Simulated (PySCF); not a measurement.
# Computed structure and properties of La(OH)3

System: La(OH)3 (singlet); start: template (C3v). Method: PySCF 2.14.0, RKS PBE0, La lcecp-1-SVP with ECP46, O def2-SVP, H def2-SVP; non-relativistic Hamiltonian with scalar-relativistic core potentials where named; density fitting; no spin-orbit coupling.

Input of the relaxation:

```python
mol = gto.M(atom='''
La     0.00000    -0.00000    -0.00557
O      2.25281    -0.00001    -0.00557
H      3.15280    -0.00001     0.34443
O     -1.12640     1.95100    -0.00557
H     -1.57639     2.73041     0.34443
O     -1.12641    -1.95099    -0.00557
H     -1.57641    -2.73040     0.34443''',
    basis={'La': 'lcecp-1-SVP', 'O': 'def2-SVP', 'H': 'def2-SVP'},
    ecp={'La': 'lcecp-1-SVP'},
    charge=0, spin=0)
mf = dft.RKS(mol, xc='PBE0')
mf.grids.atom_grid = (50, 194)  # f atoms: unpruned, at least (60, 302)
mf = mf.density_fit()  # fitting sets: La AutoAux, O def2-universal-JKFIT, H def2-universal-JKFIT
mf.conv_tol = 1e-08; mf.max_cycle = 55
mf.kernel(dm0)  # dm0: converged density of the start geometry
# quasi-Newton relaxation in Cartesian coordinates to a largest gradient under 0.00045 Eh/bohr, steps kept in the point group
```

Run from Python with OMP_NUM_THREADS=2; the lines above give its settings. Where DIIS fails, smearing, a level shift and second-order steps follow.
It took 21 s on 2 threads of Arm Neoverse V2, on a shared host, from the converged density of the start.

Course of the relaxation:

```
step  energy above end (eV)  largest force component within the symmetry (eV/Å)
   0                 0.3047                                               0.991
   1                 0.1299                                               0.649
   2                 0.0518                                               0.444
   3                 0.0093                                               0.417
   4                 0.0018                                               0.082
   5                 0.0003                                               0.056
   6                 0.0001                                               0.008
   7                 0.0000                                               0.010
```

Relaxed geometry (C3v):

```xyz
7

La    0.0000    0.0000   -0.3761
O     2.1190    0.0000    0.0672
H     3.0188    0.0000    0.3951
O    -1.0595    1.8351    0.0672
H    -1.5094    2.6144    0.3951
O    -1.0595   -1.8351    0.0672
H    -1.5094   -2.6144    0.3951
```

| contact | Å |
| --- | --- |
| La1–O2 (OH) | 2.165 |
| La1–O4 (OH) | 2.165 |
| La1–O6 (OH) | 2.165 |

On the finer grid (75, 302):

```json
{
  "HOMO": "-7.42 eV",
  "LUMO": "-1.22 eV",
  "Dipole about the centre of mass": "1.61 D",
  "Set of Mulliken populations of La1 outside the core potential": "s 2.09, p 6.25, d 1.37, f 0.11",
  "D3(BJ) dispersion energy (not in the energies)": "-0.087 eV"
}
```

| atom | Mulliken (e) | Löwdin (e) | spin (e) |
| --- | --- | --- | --- |
| La1 | 1.18 | 0.88 | 0.00 |
| O2 | -0.57 | -0.37 | 0.00 |
| H3 | 0.18 | 0.07 | 0.00 |
| O4 | -0.57 | -0.37 | 0.00 |
| H5 | 0.18 | 0.07 | 0.00 |
| O6 | -0.57 | -0.37 | 0.00 |
| H7 | 0.18 | 0.07 | 0.00 |

The large-core potential holds the 4f shell empty.

On the grid (50, 194), as all that follows. Harmonic modes: a minimum within the noise of the softest modes; lowest 49 cm⁻¹ (negative: unstable), highest 3990 cm⁻¹, zero-point energy 1.010 eV.

Taking off one OH (charge -1, singlet; the rest: singlet) in vacuum, both parts rigid, costs 10.57 eV; the small basis without counterpoise inflates it. Most of it is the attraction of opposite charges; other ways to part are cheaper, and one spin state was tried for the rest.

Rigid scan of OH along the line from its metal:

(distance to O2 (Å), energy (eV)): (1.86, 1.219), (1.96, 0.468), (2.06, 0.101), (2.16, 0.000), (2.26, 0.080), (2.36, 0.278), (2.56, 0.869), (2.86, 1.901), (3.26, 3.158), (3.76, 4.339)

One start shape was tried, so this needn't be the lowest isomer.
